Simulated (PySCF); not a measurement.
Species: C₆H₁₀ClO (doublet state).
Z-matrix (Å and degrees, GFN2-xTB geometry), rows numbered from 1:
```
C 
C   1  1.4709
C   2  1.4691  1  130.83
C   2  1.4613  1  131.01  3    87.62
O   4  1.4015  2  118.84  3   110.57
C   5  1.4016  4  114.98  2  -165.03
C   6  1.5272  5  114.38  4    66.51
Cl  7  1.7820  6  110.81  5    61.31
H   1  1.0965  2  110.34  3   -50.08
H   1  1.0888  2  110.64  3    70.07
H   1  1.0891  2  110.41  3  -168.78
H   3  1.0822  2  120.30  4   104.26
H   3  1.0850  2  118.31  4  -108.84
H   4  1.0917  2  119.75  3  -104.22
H   6  1.1032  5  110.56  4   -55.08
H   6  1.0929  5  105.16  4  -172.61
H   7  1.0892  6  110.22  5  -180.00
H   7  1.0895  6  111.12  5   -57.49
```

The hyperfine couplings belong to this conformer and change with its torsions.

Identity: `C[C]1C[C@H]1OCCCl` [radical].

Level of theory: PySCF 2.14.0, UKS B3LYP, pcH-1 on C Cl H O, non-relativistic, mean-field spin-orbit, GIAO. The structure is a single GFN2-xTB conformer in the gas phase; no vibrational or solvent corrections. The geometry wasn't refined by DFT: couplings that depend on bond lengths, twists or pyramidal angles can differ widely from those at the functional's own minimum. Stability of the SCF solution: not tested.

Task: Predict the first-order ENDOR lines of C2, C3, C1, C4, C6, H12, H14, H9/H10/H11, H13 and H15 under fast tumbling at B = 3370.3 mT (W band).

Result: ν± = |νn ± a/2|, one line for each electron-spin manifold; νn = |g_N| × 7.62259 MHz/T × B.

```csv
nuclei,isotope,g_N,νn (MHz),a_iso (MHz),lower line (MHz),upper line (MHz)
C2,13C,1.4048,36.09,271.15,99.49,171.67
C3,13C,1.4048,36.09,-19.70,26.24,45.94
C1,13C,1.4048,36.09,-11.07,30.56,41.63
C4,13C,1.4048,36.09,-5.87,33.15,39.03
C6,13C,1.4048,36.09,2.26,34.96,37.22
H12,1H,5.5857,143.50,91.93,97.53,189.47
H14,1H,5.5857,143.50,65.32,110.84,176.16
H9/H10/H11,1H,5.5857,143.50,61.93,112.53,174.46
H13,1H,5.5857,143.50,59.48,113.76,173.24
H15,1H,5.5857,143.50,-0.64,143.18,143.82
```

The rows for 13C, of low natural abundance, apply to labelled samples.

Task: Which pairs are centred on the nuclear Larmor frequency, and which on half the coupling?

Result: Centred on νn, since |a| < 2νn: C3, C1, C4, C6, H12, H14, H9/H10/H11, H13 and H15. Centred on |a|/2 and split by 2νn: C2.

Task: At what field would the lower line of C4 fall to zero frequency?

Result: Where νn = |a|/2, that is B = 2.94 MHz/(1.4048 × 7.62259 MHz/T) = 274 mT, as far as first order holds there.

Means are taken over nuclei equivalent by connectivity, which assumes that they swap fast. The three 1H nuclei of mean +61.9 MHz run from 16.2 to 133.7 MHz in the frozen geometry.

On Arm Neoverse V2, one thread, shared host, this took 2.2 min wall (grids of density and orbitals included) and 1.1 GiB of memory at its peak.
